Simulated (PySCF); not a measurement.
Isomers of C9H13N, from PySCF, PBE0-D3(BJ)/def2-SVP geometry optimisation, gas phase. One conformer each, no zero-point energy, no frequencies.

Problem. Which isomer lies lowest at this level?
A. `[CH3:1][CH:2]([CH3:3])[c:4]1[cH:5][cH:6][c:7]([NH2:8])[cH:9][cH:10]1` with C1–C2–C4–C5 -117°: A = 3303, B = 731.8, C = 688.2 MHz, dipole 1.70 D
B. `[H]/[N:10]=[C:8](\[CH2:7][C:2](=[CH2:1])[CH2:3][C:4]#[C:5][CH3:6])[CH3:9]` with C1–C2–C3–C4 129°, C1–C2–C7–C8 119°, C2–C7–C8–C9 -78°: A = 1817, B = 819.0, C = 630.1 MHz, dipole 1.98 D
C. `CC(C)(C)C1=CC=CN=C1` (3-tert-butylpyridine): A = 2596, B = 964.1, C = 831.5 MHz, dipole 2.41 D

Solution. A. That is `CC(C)c1ccc(N)cc1` (4-isopropylaniline), 8.1 kcal/mol below the next.

```json
{"SMILES": "CC(C)c1ccc(N)cc1", "mapped SMILES": "[CH3:1][CH:2]([CH3:3])[c:4]1[cH:5][cH:6][c:7]([NH2:8])[cH:9][cH:10]1", "E (Eh)": "-404.79711", "relative (kcal/mol)": "0.0", "relative (kJ/mol)": "0.0", "dipole (D)": "1.70"}
{"SMILES": "CC(C)(C)c1cccnc1", "mapped SMILES": "[CH3:1][C:2]([CH3:3])([CH3:4])[c:5]1[cH:6][cH:7][cH:8][n:9][cH:10]1", "E (Eh)": "-404.78419", "relative (kcal/mol)": "8.1", "relative (kJ/mol)": "33.9", "dipole (D)": "2.41"}
{"SMILES": "[H]/N=C(/C)CC(=C)CC#CC", "mapped SMILES": "[H]/[N:10]=[C:8](\\[CH2:7][C:2](=[CH2:1])[CH2:3][C:4]#[C:5][CH3:6])[CH3:9]", "E (Eh)": "-404.67923", "relative (kcal/mol)": "74.0", "relative (kJ/mol)": "309.5", "dipole (D)": "1.98"}
```

As drawn, the lowest has an aromatic ring, which the highest lacks; the highest has a C≡C bond, a C=N bond and a C=C bond outside aromatic rings, which the lowest lacks.
